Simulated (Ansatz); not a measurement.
Reaction (formal exchange of groups at a C–C bond): `C#C[C]([SiH3])([InH2])O[SiH3]` + `[NH2][GeH3]` → `C#[C][GeH2][NH2]` + `[SiH3]O[CH]([SiH3])[InH2]`

Gas-phase electronic energies from Ansatz, PBE0-D4/def2-TZVP geometries. CCSD(T)/CBS adds triple-zeta CCSD(T) − MP2 to the extrapolated MP2 energy (def2 sets, frozen cores). Functionals use def2-TZVPP. B3LYP here is the variant with VWN-RPA as its local correlation; programs differ in this. HSE06 is defined as in plane-wave codes. def2 core potentials past Kr. For Ge, In outer-core shells are correlated without core-valence functions, which leaves a few kJ/mol of doubt a bond. Scalar relativity is left out up to krypton. Each species was taken in one conformer, which may not be the lowest.

`C#C[C]([SiH3])([InH2])O[SiH3]`:

Cartesian coordinates in Å:
```
C 0.008 -2.426 1.169
C -0.004 -1.440 0.474
C 0.015 -0.268 -0.348
Si 0.501 -0.678 -2.122
In 1.560 1.146 0.496
O -1.257 0.422 -0.371
Si -1.713 1.205 0.993
H 0.019 -3.295 1.783
H 0.473 0.569 -2.929
H 1.895 -1.201 -2.085
H -0.398 -1.694 -2.729
H 2.462 0.635 1.865
H 1.802 2.579 -0.431
H -2.706 2.241 0.636
H -0.452 1.873 1.519
H -2.207 0.331 2.082
```

`[NH2][GeH3]`:

Cartesian coordinates in Å:
```
N -0.715 0.010 -0.916
Ge 0.280 -0.062 0.633
H -0.785 0.939 -1.310
H -0.383 -0.613 -1.640
H 0.243 -1.519 1.119
H 1.757 0.370 0.469
H -0.398 0.874 1.644
```

`C#[C][GeH2][NH2]`:

```xyz
9

C    -1.852   -1.147    1.098
C    -1.119   -0.369    0.538
Ge    0.076    0.834   -0.349
N     1.733    0.109   -0.654
H    -2.502   -1.832    1.592
H     0.261    2.061    0.550
H    -0.537    1.187   -1.709
H     2.226   -0.141    0.192
H     1.714   -0.702   -1.258
```

`[SiH3]O[CH]([SiH3])[InH2]`:

Z-matrix (Å, degrees):
```
Si
O 1 1.635
H 1 1.486 2 113.1
H 1 1.479 2 109.6 3 125.0
H 1 1.516 2 106.5 3 -116.0
C 2 1.444 1 115.4 3 70.3
In 6 2.224 2 109.9 1 50.3
Si 6 1.871 2 109.6 1 172.3
H 6 1.098 2 109.8 1 -68.0
H 7 1.725 6 116.5 2 57.3
H 7 1.726 6 120.0 2 -127.7
H 8 1.489 6 113.2 2 60.8
H 8 1.493 6 106.9 2 -179.2
H 8 1.487 6 110.3 2 -61.3
```

(1) Is it downhill or uphill in electronic energy at CCSD(T)/CBS, and by how much? (An estimate is asked.)

(2) What do these levels give: revPBE-D4, PBE0-D4, HSE06-D4, CAM-B3LYP-D4, BLYP, r2SCAN, B3LYP, HSE06, CAM-B3LYP, RPA@PBE/def2-TZVPP, HF/def2-QZVPP, CCSD/CBS(def2)? (Estimate.)

Largest T1 diagnostic among the species: 0.014.

## Answers

(1) The calculation gave: Downhill: ΔE = -29.4 kJ/mol.

(2) Ansatz gave: revPBE-D4 -12.8, PBE0-D4 -18.6, HSE06-D4 -18.7, CAM-B3LYP-D4 -23.4, BLYP -28.1, r2SCAN -21.4, B3LYP -29.2, HSE06 -24.3, CAM-B3LYP -29.7, RPA@PBE/def2-TZVPP -34.1, HF/def2-QZVPP -43.1, CCSD/CBS(def2) -32.4 kJ/mol.

From BLYP to BHLYP (50 % exact exchange), in def2-TZVPP and without D4, ΔE moves by −4.7 kJ/mol. The D4 term adds +10.3 kJ/mol with B3LYP and +5.9 kJ/mol with PBE0; it sums over pairs of atoms, weighted by their polarisabilities, and B3LYP, whose exchange is more repulsive, gets the larger term.
